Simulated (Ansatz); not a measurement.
Reaction (ligand exchange at a B–O bond): `OB(O)F` + `[NH2][GeH3]` → `OB(F)[NH][GeH3]` + H₂O

Computed with Ansatz on PBE0-D4/def2-TZVP structures; ΔE is electronic, products minus reactants. CBS: MP2 limit from def2 TZ/QZ plus the TZ coupled-cluster correction, frozen cores. This one scheme is used for every species. Functionals use def2-TZVPP. B3LYP here is the variant with VWN-RPA as its local correlation; programs differ in this. For Ge outer-core shells are correlated without core-valence functions, which leaves a few kJ/mol of doubt a bond. Scalar relativity is left out up to krypton. One conformer a species, not always the lowest.

`OB(O)F`:

Z-matrix (Å, degrees):
```
B
O 1 1.352
F 1 1.333 2 117.9
O 1 1.360 2 121.6 3 180.0
H 2 0.960 1 112.5 3 -180.0
H 4 0.960 1 113.1 2 -180.0
```

`[NH2][GeH3]`:

Cartesian coordinates in Å:
```
N -0.673 0.846 0.427
Ge 0.269 -0.611 -0.196
H -0.190 1.361 1.151
H -0.935 1.499 -0.299
H -0.619 -1.299 -1.244
H 1.630 -0.265 -0.847
H 0.517 -1.531 1.008
```

`OB(F)[NH][GeH3]`:

Cartesian coordinates in Å:
```
O 0.473 -0.960 -1.494
B 1.069 0.043 -0.785
F 2.270 0.507 -1.181
N 0.431 0.580 0.343
Ge -1.211 0.037 0.990
H 0.996 -1.251 -2.244
H 0.902 1.318 0.839
H -1.151 -1.443 1.394
H -2.291 0.250 -0.080
H -1.488 0.919 2.218
```

H₂O:

Z-matrix (Å, degrees):
```
O
H 1 0.960
H 1 0.960 2 105.1
```

Is it downhill or uphill in electronic energy at CCSD(T)/CBS, and by how much? (Best estimate.)

Computed: Uphill: ΔE = +9.4 kJ/mol.

What do these levels give: r2SCAN-D4, B3LYP-D4, ωB97M-V, B2PLYP, PBE, PBE0, CCSD/def2-TZVPP, CCSD(T)/def2-TZVPP, SCS-MP2/def2-QZVPP, HF/CBS(def2), MP2/CBS(def2), CCSD/CBS(def2)? (Estimate.)

Computed: r2SCAN-D4 17.1, B3LYP-D4 13.7, ωB97M-V 14.0, B2PLYP 17.1, PBE 18.1, PBE0 16.9, CCSD/def2-TZVPP 13.3, CCSD(T)/def2-TZVPP 12.4, SCS-MP2/def2-QZVPP 11.4, HF/CBS(def2) 22.1, MP2/CBS(def2) 7.8, CCSD/CBS(def2) 10.4 kJ/mol.

Largest T1 diagnostic among the species: 0.012.

In def2-TZVPP, CCSD(T) changes the Hartree–Fock value by −10.0 kJ/mol (the triples alone add −0.9 kJ/mol) and MP2 by −11.6 kJ/mol. The D4 term adds −6.4 kJ/mol with B3LYP and −3.6 kJ/mol with PBE0; it sums over pairs of atoms, weighted by their polarisabilities, and B3LYP, whose exchange is more repulsive, gets the larger term.
